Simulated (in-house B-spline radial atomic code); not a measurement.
HSE06 excitations of the calcium ion Ca⁸⁺

Method: HSE06. Computed with a B-spline radial code for spherical atoms: linear response of the closed shell [Ne] 3s2 with the functional's adiabatic kernel; scalar-relativistic (spin-free one-electron X2C), finite nucleus, no spin-orbit coupling, no double excitations, S, P, D and F terms only.

Command:
```bash
python run_td.py task.json out
```
Settings (radii: box in bohr, nucleus in fm):
```
Z                        20
electrons                12
configuration            [Ne] 3s2
hamiltonian              x2c
method                   hse06
box_radius               11.59
rms_radius               3.4776
intervals                70
```

Cost of the run: 0.7 s on 1 thread of Intel(R) Xeon(R) Platinum 8488C (Sapphire Rapids), with other jobs on the host.

The lowest states, in the order of their Tamm-Dancoff energies; the method's threshold (minus the highest occupied level) is 180.58 eV. Labels give the largest channel, * marks a mixed state, and oscillator strengths are full-response dipole values. Semilocal kernels can invert the small singlet-triplet splittings of Rydberg terms. Energies in eV:

```json
{"state": "3s → 3p 3P", "full response": "?", "Tamm-Dancoff": "?", "oscillator strength": "-"}
{"state": "3s → 3p 1P", "full response": "26.658", "Tamm-Dancoff": "27.479", "oscillator strength": "1.03"}
{"state": "3s → 3d 3D", "full response": "48.56", "Tamm-Dancoff": "48.69", "oscillator strength": "-"}
{"state": "3s → 3d 1D", "full response": "52.68", "Tamm-Dancoff": "52.70", "oscillator strength": "-"}
{"state": "3s → 4s 3S", "full response": "93.63", "Tamm-Dancoff": "93.63", "oscillator strength": "-"}
{"state": "3s → 4s 1S", "full response": "95.55", "Tamm-Dancoff": "95.58", "oscillator strength": "-"}
{"state": "3s → 4p 3P", "full response": "101.71", "Tamm-Dancoff": "101.72", "oscillator strength": "-"}
{"state": "3s → 4p 1P", "full response": "102.38", "Tamm-Dancoff": "102.41", "oscillator strength": "0.269"}
{"state": "3s → 4d 3D", "full response": "112.54", "Tamm-Dancoff": "112.55", "oscillator strength": "-"}
{"state": "3s → 4d 1D", "full response": "?", "Tamm-Dancoff": "?", "oscillator strength": "-"}
```

Problem. Where does 3s → 3p 3P lie?

Solution. At 17.258 eV in full response, 17.687 eV in Tamm-Dancoff.

Problem. Where does 3s → 4d 1D lie?

Solution. At 112.82 eV in full response, 112.82 eV in Tamm-Dancoff.

Problem. How large is the singlet-triplet splitting of 3s → 3p (P terms) in Tamm-Dancoff?

Solution. 9.79 eV, from the unrounded values.

Problem. What polarisabilities and dispersion coefficient does the method give?

Solution. Dipole 1.13 bohr³, quadrupole 0.6343 bohr⁵, C6 1.013 hartree·bohr⁶ for two such species.
